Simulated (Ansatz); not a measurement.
A made-up structure of SnH$_{3}$Se (charge -1), closed shell:

```xyz
5
angstrom
Se -2.2602 0.2992 0.7759
Sn 0.0273 -0.0036 -0.0093
H 0.3382 0.4729 -1.6591
H 0.6369 -1.6385 0.0255
H -3.2738 1.1549 1.4974
```

It is relaxed with PBE-D4/def2-SVPD and then PBE0-D4/def2-TZVPD (Ansatz 0.2.0). Atoms count as bonded within 1.22 times the sum of their covalent radii (H–H: 0.88 Å). The end point is not checked to be a true minimum.

(1) Does its bonding change? (A judgement: the text doesn't fix the answer.)

Results:

(1) By the calculation: No: no bond forms or breaks.

Where it ends: The first stage lowers the energy by 2.37 eV in 9 steps. It ends as SnH₃Se ([SeH][SnH2]), total charge -1:
```
5
angstrom
Se -2.5433 0.0442 0.4068
Sn 0.1486 0.2988 0.1953
H 0.0983 0.3739 -1.5962
H 0.4090 -1.4752 0.1452
H -2.6443 1.0432 1.4793
```

Labels in which every atom is bracketed show which atoms are joined, not bond orders.

For scale, one of the runs: PBE0-D4/def2-TZVPD relaxation, 140 basis functions, launched by `ansatz run in.yaml --threads 2 --pin off --events-out ev --progress --plain --max-ram 4352MiB`. The run took about 29 s on 2 CPU threads of an Arm Neoverse V2 (shared host).
